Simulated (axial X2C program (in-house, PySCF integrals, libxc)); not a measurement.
# Outer orbitals of PdC at 1.749 Å, B97-3

All values were computed with an in-house relativistic program for diatomic molecules. Spin-free means the one-electron spin-free X2C Hamiltonian; two-component (2c) means X2C with spin–orbit coupling and atomic mean-field two-electron Coulomb and Gaunt terms, so the difference of the two also holds small scalar two-electron terms. Basis: Pd dyall-cv3z [12s12p8d5f3g], C dyall-v3z [7s6p2d1f] (cores contracted in-house); Gaussian nuclei, density fitting, unrestricted open shells. Masses: Pd 105.903 u, C 12.000 u.

The distance is close to the 2c PBE0 minimum; the highest filled and lowest empty levels are listed.

Spin-free orbitals, state M_S = 1, Λ = 1 (beyond evenly filled blocks: σα, π+α) (Löwdin shares):

```json
{"symmetry": "σα", "occupied": "yes", "ε (eV)": "-17.05", "atomic character": "56% C s, 22% Pd d, 10% Pd p"}
{"symmetry": "σβ", "occupied": "yes", "ε (eV)": "-15.45", "atomic character": "49% C s, 29% Pd d, 9% Pd p"}
{"symmetry": "π+α", "occupied": "yes", "ε (eV)": "-10.33", "atomic character": "75% Pd d, 23% C p"}
{"symmetry": "σα", "occupied": "yes", "ε (eV)": "-9.97", "atomic character": "51% Pd d, 31% C p, 11% C s"}
{"symmetry": "π-α", "occupied": "yes", "ε (eV)": "-9.67", "atomic character": "78% Pd d, 20% C p"}
{"symmetry": "π+β", "occupied": "yes", "ε (eV)": "-9.37", "atomic character": "85% Pd d, 13% C p"}
{"symmetry": "π-β", "occupied": "yes", "ε (eV)": "-9.37", "atomic character": "85% Pd d, 13% C p"}
{"symmetry": "σβ", "occupied": "yes", "ε (eV)": "-8.68", "atomic character": "52% Pd d, 18% C p, 17% C s"}
{"symmetry": "δ+α", "occupied": "yes", "ε (eV)": "-8.54", "atomic character": "100% Pd d"}
{"symmetry": "δ-α", "occupied": "yes", "ε (eV)": "-8.50", "atomic character": "100% Pd d"}
{"symmetry": "δ+β", "occupied": "yes", "ε (eV)": "-8.25", "atomic character": "100% Pd d"}
{"symmetry": "δ-β", "occupied": "yes", "ε (eV)": "-8.25", "atomic character": "100% Pd d"}
{"symmetry": "σα", "occupied": "yes", "ε (eV)": "-5.86", "atomic character": "40% C p, 39% Pd s, 17% Pd d"}
{"symmetry": "π+α", "occupied": "yes", "ε (eV)": "-5.55", "atomic character": "58% C p, 24% Pd d, 12% Pd p"}
{"symmetry": "σβ", "occupied": "no", "ε (eV)": "-3.20", "atomic character": "52% Pd s, 29% C p, 10% Pd p"}
{"symmetry": "π-α", "occupied": "no", "ε (eV)": "-2.86", "atomic character": "56% C p, 20% Pd d, 19% Pd p"}
{"symmetry": "π+β", "occupied": "no", "ε (eV)": "-2.00", "atomic character": "55% C p, 30% Pd p, 11% Pd d"}
{"symmetry": "π-β", "occupied": "no", "ε (eV)": "-2.00", "atomic character": "55% C p, 30% Pd p, 11% Pd d"}
```

Spinors with spin–orbit coupling (state Ω = 2):

| ω | occupied | ε (eV) | atomic character | λ mixture |
| --- | --- | --- | --- | --- |
| 1/2 | yes | -17.05 | 56% C s, 22% Pd d, 10% Pd p | 100% σ |
| -1/2 | yes | -15.46 | 49% C s, 29% Pd d, 9% Pd p | 100% σ |
| 3/2 | yes | -10.29 | 74% Pd d, 23% C p | 99% π, 1% δ |
| 1/2 | yes | -10.03 | 54% Pd d, 29% C p, 11% C s | 92% σ, 8% π |
| -1/2 | yes | -9.78 | 78% Pd d, 18% C p | 98% π, 2% σ |
| 1/2 | yes | -9.40 | 82% Pd d, 15% C p | 92% π, 8% σ |
| -3/2 | yes | -9.34 | 86% Pd d, 12% C p | 93% π, 7% δ |
| -1/2 | yes | -8.66 | 53% Pd d, 19% C p, 17% C s | 98% σ, 2% π |
| -3/2 | yes | -8.63 | 98% Pd d | 93% δ, 7% π |
| 3/2 | yes | -8.43 | 99% Pd d | 99% δ, 1% π |
| 5/2 | yes | -8.36 | 100% Pd d | 100% δ |
| -5/2 | yes | -8.06 | 100% Pd d | 100% δ |
| 1/2 | yes | -5.85 | 40% C p, 39% Pd s, 17% Pd d | 100% σ |
| 3/2 | yes | -5.50 | 57% C p, 25% Pd d, 12% Pd p | 100% π |
| -1/2 | no | -3.20 | 52% Pd s, 29% C p, 10% Pd p | 100% σ |
| -1/2 | no | -2.89 | 56% C p, 19% Pd p, 19% Pd d | 100% π |
| 1/2 | no | -2.05 | 54% C p, 30% Pd p, 11% Pd d | 98% π, 2% σ |
| -3/2 | no | -1.97 | 55% C p, 30% Pd p, 12% Pd d | 100% π |

How does the gap between the highest filled and lowest empty level change from the spin-free to the 2c table?

From 2.35 to 2.30 eV at B97-3, a change of -0.05 eV.

Mulliken charges and populations of the two-component result (they depend on the basis, above all on diffuse functions):

Pd 0.17 e (s 8.59 p 18.16 d 19.06 f 0.02), C -0.17 e (s 3.81 p 2.30 d 0.05 f 0.01). ⟨Lz⟩ = 1.00 ħ and ⟨Sz⟩ = 1.00 ħ (0.31 and 0.69 on the two atoms), which add up to Ω.

The state is one determinant whose occupation by symmetry is held fixed; it was picked as the lowest of a PBE0 search that is not exhaustive. Density functionals use the spin component along the axis (collinear). Other states lie close and PBE0, whose exact exchange favours high spin, may order them wrongly; the determinant shown need not be the ground state. The nearest other spin-free determinant of the search, M_S = 0, Λ = 0, lies 0.09 eV up at the distance of the search. Without a current term, density functionals place determinants with orbital angular momentum somewhat too high. With several unpaired electrons one determinant need not be a pure state. A state of lower Ω lies just above, and one determinant can place such states too high, so the state shown need not be the lowest. The search has Ω = 0 only 0.03 eV up. Open-shell Ω = 0 determinants with evenly filled partner blocks cannot be reached by this program, so the Ω shown need not be the lowest component.
